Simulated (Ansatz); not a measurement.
```xyz
2

H     0.0000    0.0000   -0.3500
H     0.0000    0.0000    0.3500
```

RHF on singlet H2 was run in several spherical basis sets with Ansatz (development build ahead of 0.2.0).

**Question.** Rank the basis sets by the total energy that they give, lowest first, with the distance from the lowest.
A. cc-pVDZ
B. cc-pVTZ
C. 6-31G(d)

**Answer.** B (0.00 eV), A (0.14 eV), C (0.16 eV).
